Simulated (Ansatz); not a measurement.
Cost and result for the atomization energy of C₆H₁₄O₃, SMILES `COCCOCCOC` (23 atoms, 22 bonds).

```xyz
23

C     2.842   -0.179   -0.509
O     2.085    0.940   -0.135
C     1.272    1.439   -1.174
C    -0.049    0.713   -1.342
O    -1.036    1.082   -0.410
C    -0.815    0.725    0.934
C    -0.553   -0.754    1.169
O    -1.420   -1.625    0.492
C    -2.771   -1.463    0.829
H     3.515    0.058   -1.345
H     3.440   -0.472    0.354
H     2.216   -1.032   -0.804
H     1.823    1.410   -2.127
H     1.070    2.488   -0.936
H    -0.467    0.982   -2.315
H     0.102   -0.374   -1.346
H     0.026    1.279    1.371
H    -1.722    1.040    1.456
H     0.452   -1.020    0.840
H    -0.595   -0.924    2.258
H    -3.319   -2.281    0.359
H    -3.175   -0.513    0.463
H    -2.923   -1.518    1.917
```

The species carries charge 0 and has multiplicity 1. The structure was optimised at the PBE0-D4/def2-TZVP level. It is one conformer, not always the lowest. Program: Ansatz. All runs use 4 threads of an AMD EPYC 7R13 on a shared host and a share of an NVIDIA H100 80 GB. Times are those of one run each, without the atoms' runs, and a repeat can differ threefold. Electronic energies, without spin–orbit coupling; frozen cores. CCSD(T)/CBS adds CCSD(T) − MP2 in def2-TZVPP to the MP2 limit, and its time is that of the two runs behind it. T1 = 0.011. B3LYP takes the VWN-RPA correlation (the form of Gaussian; ORCA's B3LYP/G).

CCSD(T)/CBS is a level of theory with its own doubt, some kJ/mol a heavy atom from the limit and from the frozen cores, so smaller differences don't rank the functionals.

```tsv
level	functions	wall time
PBE-D4/def2-TZVPP (with forces)	475	3.2 s
r2SCAN-D4/def2-TZVPP (with forces)	475	3.2 s
PBE0-D4/def2-TZVPP	475	3.7 s
B2PLYP/def2-TZVPP	475	5.5 s
ωB97X-V/def2-TZVPP	475	5.5 s
B3LYP-D4/def2-TZVPP (with forces)	475	6 s
ωB97M-V/def2-TZVPP (with forces)	475	11 s
MP2/def2-QZVPP	933	11 s
CCSD(T)/def2-TZVPP	475	64 s
CCSD(T)/CBS(def2)	–	75 s
```

Problem. What atomization energy does each give, and how far from CCSD(T)/CBS? (Estimate.)

Solution. The calculation gave: 
| level | atomization (kJ/mol) | difference from CCSD(T)/CBS | per bond |
| --- | --- | --- | --- |
| PBE-D4/def2-TZVPP (with forces) | 9228.0 | 216.6 | 9.8 |
| r2SCAN-D4/def2-TZVPP (with forces) | 9030.7 | 19.3 | 0.9 |
| PBE0-D4/def2-TZVPP | 9052.4 | 41.0 | 1.9 |
| B2PLYP/def2-TZVPP | 8912.4 | -99.0 | -4.5 |
| ωB97X-V/def2-TZVPP | 9031.5 | 20.1 | 0.9 |
| B3LYP-D4/def2-TZVPP (with forces) | 9010.1 | -1.3 | -0.1 |
| ωB97M-V/def2-TZVPP (with forces) | 9038.8 | 27.4 | 1.2 |
| MP2/def2-QZVPP | 9062.0 | 50.6 | 2.3 |
| CCSD(T)/def2-TZVPP | 8798.3 | -213.1 | -9.7 |
| CCSD(T)/CBS(def2) | 9011.4 | 0.0 | 0.0 |

In def2-TZVPP, CCSD(T) changes the Hartree–Fock value by +2301.9 kJ/mol (the triples alone add +131.4 kJ/mol) and MP2 by +2440.5 kJ/mol; breaking electron pairs costs correlation energy, which Hartree–Fock lacks. From PBE to PBE0 (25 % exact exchange), in def2-TZVPP and without D4, the atomization energy moves by −168.2 kJ/mol: exact exchange takes away binding that semilocal exchange gives to molecules. The D4 term adds +77.7 kJ/mol with B3LYP and +42.5 kJ/mol with PBE0; it sums over pairs of atoms, weighted by their polarisabilities, and B3LYP, whose exchange is more repulsive, gets the larger term.
